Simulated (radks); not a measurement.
Results of a calculation; reference values are marked as such.
Kinetic energies: the exact non-interacting value of the Kohn-Sham orbitals and orbital-free approximations, as 100 (|E| - |E exact|)/|E exact|, negative where the magnitude is too small. Species: B3+ [He]; N [He] 2s2 2p3; N4+ [He] 2s1. Level of theory: non-relativistic Kohn-Sham, exchange-only B88, spin-polarised, spherical densities, point nucleus (a radial shooting solver on a logarithmic mesh with Libxc functionals). Every spin shell is full or empty, so the densities are truly spherical. Functionals are evaluated on that one density, not self-consistently.

\begin{tabular}{lrrr}
functional & B3+ & N & N4+ \\ \hline
exact (hartree) & 21.9700 & 54.4009 & 48.3099 \\
Thomas-Fermi & -9.17 & -9.19 & -9.94 \\
TF + vW & +90.83 & +71.78 & +84.21 \\
TF + vW/9 & +1.95 & -0.19 & +0.53 \\
LC94 & +1.51 & +0.10 & +0.33 \\
Thakkar & +1.74 & +0.19 & +0.54 \\
Pearson & -3.02 & -3.19 & -3.96 \\
DePristo-Kress & +2.00 & -0.75 & -0.10 \\
Ernzerhof & +5.65 & +1.25 & +3.32 \\
\end{tabular}
